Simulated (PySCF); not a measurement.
An equivalent PySCF input for Ge (germanium, neutral), [Ar] 3d10 4s2 4p2, high-spin 3P determinant, with scalar relativity by spin-free X2C-1e:

```python
from pyscf import gto, scf, dft, mp, cc
import basis_set_exchange as bse
mol = gto.M(atom="Ge 0 0 0", charge=0, spin=2, symmetry="D2h",
            basis=gto.basis.parse(bse.get_basis("Sapporo-DKH3-DZP-2012", elements=["Ge"], fmt="nwchem", header=False)),
            nucmod="G")
mf = dft.UKS(mol, xc="LDA,VWN").sfx2c1e()
mf.irrep_nelec = {'Ag': (6, 6), 'B1g': (1, 1), 'B2g': (1, 1), 'B3g': (1, 1), 'B1u': (3, 2), 'B2u': (3, 2), 'B3u': (2, 2)}
mf.kernel()
```

It reaches the same state as the run whose output follows, with an energy that differs only through the grid. The run itself started from symmetry-adapted Hartree-Fock orbitals and held the occupation by maximum overlap, on a logarithmic radial grid, so the iterations belong to that start.

```
SCF conv_tol = 1e-09
number electrons alpha = 17  beta = 15
XC functionals = LDA,VWN
    P. A. M. Dirac.,  Math. Proc. Cambridge Philos. Soc. 26, 376 (1930)
    F. Bloch.,  Z. Phys. 57, 545 (1929)
    S. H. Vosko, L. Wilk, and M. Nusair.,  Can. J. Phys. 58, 1200 (1980)
cycle= 1 E= -2095.38160212291  delta_E= -0.0141  |g|= 0.234  |ddm|= 0.248
cycle= 2 E= -2095.3747537227  delta_E= 0.00685  |g|= 0.343  |ddm|= 0.119
cycle= 3 E= -2095.38707697171  delta_E= -0.0123  |g|= 0.00703  |ddm|= 0.0879
cycle= 4 E= -2095.38709528956  delta_E= -1.83e-05  |g|= 0.000334  |ddm|= 0.0125
cycle= 5 E= -2095.38709532206  delta_E= -3.25e-08  |g|= 1.84e-05  |ddm|= 0.000409
cycle= 6 E= -2095.38709532212  delta_E= -6.18e-11  |g|= 6.55e-07  |ddm|= 1.95e-05
converged SCF energy = -2095.38709532212  <S^2> = 2.0008789  2S+1 = 3.0005859
```
